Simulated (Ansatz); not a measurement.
C2H9BSi2 can be A, `BC1C[SiH2][SiH2]1`, or B, `CB[SiH]1C[SiH2]1`.

Program: Ansatz. Geometries: PBE0-D4/def2-TZVP. ΔE: electronic, gas phase. CBS: MP2 limit from def2 TZ/QZ plus the TZ coupled-cluster correction, frozen cores. DFT in def2-TZVPP. B3LYP here is the variant with VWN-RPA as its local correlation; programs differ in this. Each species was taken in one conformer, which may not be the lowest.

**Question.** Which isomer does CCSD(T)/CBS put lower? Give the gap. (An estimate is asked.)

**Answer.** Ansatz gave: B, by 5.0 kcal/mol.

**Question.** Give E(B) − E(A) in kcal/mol with CCSD(T)/def2-TZVPP, B2PLYP, ωB97M-V, HF/def2-TZVPP, PBE0-D4, B3LYP-D4, CCSD/def2-TZVPP. (Best estimate.)

**Answer.** Computed: CCSD(T)/def2-TZVPP -5.1, B2PLYP -5.9, ωB97M-V -4.5, HF/def2-TZVPP 4.9, PBE0-D4 -7.2, B3LYP-D4 -6.1, CCSD/def2-TZVPP -3.2. The order is the other way round with HF/def2-TZVPP.

Largest T1 diagnostic: 0.013.

From PBE to PBE0 (25 % exact exchange), in def2-TZVPP and without D4, E(B) − E(A) moves by +3.6 kcal/mol. In def2-TZVPP, CCSD(T) changes the Hartree–Fock value by −10.1 kcal/mol (the triples alone add −1.9 kcal/mol) and MP2 by −10.0 kcal/mol.
